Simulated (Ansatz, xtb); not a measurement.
C3H7FGe: which of two conformers lies lower

We compare X, `CC[CH2][Ge][F]`, a singlet, with Y, `CC[CH2][Ge][F]`, a singlet. Both are isolated molecules in the gas phase, relaxed with PBE-D3(BJ)/def2-SVP.

X (Å):

```yaml
atoms:
  - { symbol: C, position_ang: [-1.7341, -0.7495, 1.7320] }
  - { symbol: C, position_ang: [-2.0852, 0.0218, 0.4573] }
  - { symbol: C, position_ang: [-1.3705, 1.3733, 0.3606] }
  - { symbol: F, position_ang: [0.7655, -0.3528, -0.3997] }
  - { symbol: Ge, position_ang: [0.6270, 1.3678, 0.0827] }
  - { symbol: H, position_ang: [-1.9675, -0.1585, 2.6430] }
  - { symbol: H, position_ang: [-2.2951, -1.7034, 1.8000] }
  - { symbol: H, position_ang: [-0.6536, -1.0008, 1.7520] }
  - { symbol: H, position_ang: [-3.1869, 0.1716, 0.4061] }
  - { symbol: H, position_ang: [-1.8141, -0.5970, -0.4241] }
  - { symbol: H, position_ang: [-1.5854, 2.0246, 1.2406] }
  - { symbol: H, position_ang: [-1.7314, 1.9650, -0.5185] }
```

Y (Å):

```xyz
12

C    -2.1510   -0.5588    1.8846
C    -2.3015    0.2136    0.5712
C    -0.9527    0.4919   -0.1007
F     1.7266    1.3630    0.0298
Ge    0.2225    1.7955    0.8902
H    -3.1276   -0.7467    2.3741
H    -1.5197   -0.0013    2.6122
H    -1.6615   -1.5412    1.7178
H    -2.9708   -0.3524   -0.1141
H    -2.8312    1.1737    0.7684
H    -1.0806    0.9612   -1.1063
H    -0.3690   -0.4385   -0.2812
```

Estimate E(Y) − E(X) at the level CCSD(T)/def2-SVP + ΔMP2/def2-TZVPP.

Too close to call at this level: CCSD(T)/def2-SVP + ΔMP2/def2-TZVPP gives E(Y) − E(X) = +0.007 eV.

How the difference moves with the method:

```csv
level,geometry,E(Y) − E(X) (eV),departure from the last row (eV),"job, with rough time for the two"
PBE-D3(BJ)/def2-SVP,PBE-D3(BJ)/def2-SVP,+0.043,+0.035,"optimisation, 2.5 min"
HF/def2-SVP,PBE-D3(BJ)/def2-SVP,+0.017,+0.010,part of the CCSD(T) run
MP2/def2-SVP,PBE-D3(BJ)/def2-SVP,+0.034,+0.026,part of the CCSD(T) run
CCSD(T)/def2-SVP,PBE-D3(BJ)/def2-SVP,+0.037,+0.029,single point
CCSD(T)/def2-SVP + ΔMP2/def2-TZVPP,PBE-D3(BJ)/def2-SVP,+0.007,,"single point, 2.2 min"
```

The largest departure from CCSD(T)/def2-SVP + ΔMP2/def2-TZVPP is that of PBE-D3(BJ)/def2-SVP, 0.035 eV. Levels run at GFN2-xTB geometries aren't shown. The last row adds to CCSD(T) the change of the MP2 difference between the two basis sets, here −0.029 eV.

With harmonic frequencies from PBE-D3(BJ)/def2-SVP (ideal gas, rigid rotor, one conformer each, 298.15 K, 1 atm): on the last row, ΔE + ΔZPE = +0.001 eV. A mode under 50 cm⁻¹ makes harmonic enthalpies and free energies unreliable, so none is given.

The correlated steps freeze 13 core orbitals; the filled d shell of Ge is correlated, in a basis made for valence electrons. Codes used: Ansatz 0.2.0; the last row on 2 threads of Intel(R) Xeon(R) Processor @ 2.50GHz (Skylake/Cascade Lake) on a shared host.
